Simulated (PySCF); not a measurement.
Delta-SCF ions had no search for a lower state. Excitations are Tamm–Dancoff values on a coarser integration grid. The basis has no diffuse functions, so Rydberg states are missing or too high.

Cartesian coordinates (Å):
```xyz
20

C      1.8020    -1.1975    -0.2479
C      1.2299     0.1192     0.2761
C     -0.2834     0.3404     0.0143
C     -0.5838     0.4777    -1.4910
Si    -1.3189    -1.1174     0.7462
C     -0.6972     1.6343     0.7088
F     -1.9739     1.9716     0.4455
F     -0.5872     1.5366     2.0523
F      0.0626     2.6833     0.3326
H      1.6666    -1.3058    -1.3349
H      2.8825    -1.2483    -0.0450
H      1.3399    -2.0739     0.2344
H      1.4105     0.1843     1.3610
H      1.7789     0.9615    -0.1778
H     -0.2923    -0.4316    -2.0337
H     -0.0243     1.3250    -1.9196
H     -1.6539     0.6519    -1.6759
H     -0.7469    -1.5686     2.0448
H     -2.7332    -0.6959     0.9344
H     -1.2779    -2.2468    -0.2246
```
Charge 0, multiplicity 1.

Task: Estimate the S1–T1 gap (TDA), dipole moment, S1 excitation (TDA), total energy, LUMO, brightest of the four lowest singlets (TDA), HOMO–LUMO gap and vertical ionisation energy (Delta-SCF) that M06-2X/def2-TZVP // B3LYP-D3(BJ)/def2-SVP (PySCF) returns for this input.

Result: 
```
Item                                               Result
-------------------------------------------  ------------
S1–T1 gap (TDA)                                   0.76 eV
dipole moment                                      2.45 D
S1 excitation (TDA)                               8.51 eV
total energy                                 -786.1885 Ha
LUMO                                              1.29 eV
brightest of the four lowest singlets (TDA)       8.76 eV
HOMO–LUMO gap                                    11.10 eV
vertical ionisation energy (Delta-SCF)           10.72 eV
```
